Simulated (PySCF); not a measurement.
C₄H₈ClSi (doublet state).
Geometry (GFN2-xTB, Å), atoms numbered from 1 in this order:
```xyz
14
C4H8ClSi angstrom
C     -0.992   -1.090    0.147
C     -1.475    0.256   -0.224
C     -0.359    1.264   -0.355
Cl    -0.934    2.849   -0.811
C      0.923    1.028   -0.157
Si     1.631   -0.643    0.344
H     -1.146   -1.433    1.153
H     -0.954   -1.849   -0.613
H     -2.170    0.643    0.529
H     -1.997    0.230   -1.187
H      1.617    1.845   -0.285
H      1.260   -1.055    1.698
H      1.514   -1.681   -0.681
H      3.080   -0.364    0.421
```

The geometry is computed with GFN2-xTB (gas phase). This method treats the open shell by occupation alone, without spin polarisation.

Take the most abundant isotopes and a rigid rotor. The values belong to one conformer with, in the numbering `[CH2:1][CH2:2]/[C:3]([Cl:4])=[CH:5]\[SiH3:6]`, H–C1–C2–C3 105° and -104°, C1–C2–C3–Cl4 179°.

Problem. What are A, B and C (cm⁻¹)?

Solution. Ia = 123.87, Ib = 373.79, Ic = 484.97 u·Å²; 505379 MHz·u·Å²/I gives 4080, 1352 and 1042 MHz, that is A = 0.13609, B = 0.04510, C = 0.03476 cm⁻¹.

Problem. What kind of rotor is it?

Solution. An asymmetric top; Ray's κ = -0.796.

Problem. What does the inertial defect say?

Solution. Not planar: Δ = Ic − Ia − Ib = -12.69 u·Å². For a rigid frame Δ = −2 Σ m c², so Σ m c² = 6.35 u·Å² lies off the ab plane, practically all of it from hydrogen. The atom farthest from that plane is 1.25 Å away.

Problem. Give the other two planar moments, Paa and Pbb, and the rms extents of the mass along the axes.

Solution. Paa = Σ m a² = (Ib + Ic − Ia)/2 = 367.44 and Pbb = Σ m b² = (Ia + Ic − Ib)/2 = 117.52 u·Å². With the mass M = 119.01 u, the rms extents √(P/M) along a, b and c are 1.76, 0.99, 0.23 Å.

Problem. List the rotational levels J(Ka,Kc) to J = 3 (K).

Solution. Above 0(0,0), as E/k:
J = 1: 1(0,1) 0.115, 1(1,1) 0.246, 1(1,0) 0.261
J = 2: 2(0,2) 0.344, 2(1,2) 0.461, 2(1,1) 0.505, 2(2,1) 0.898, 2(2,0) 0.899
J = 3: 3(0,3) 0.683, 3(1,3) 0.782, 3(1,2) 0.872, 3(2,2) 1.243, 3(2,1) 1.249, 3(3,1) 1.935, 3(3,0) 1.935
The levels of one J sum to (2J + 1)J(J + 1)(A + B + C)/3.

For this open shell read J as N, the rotation without spin; fine and hyperfine splittings come on top. No GFN2-xTB frequencies stand behind this structure, so it isn't proved a minimum. Zero-point vibration and centrifugal distortion are left out.
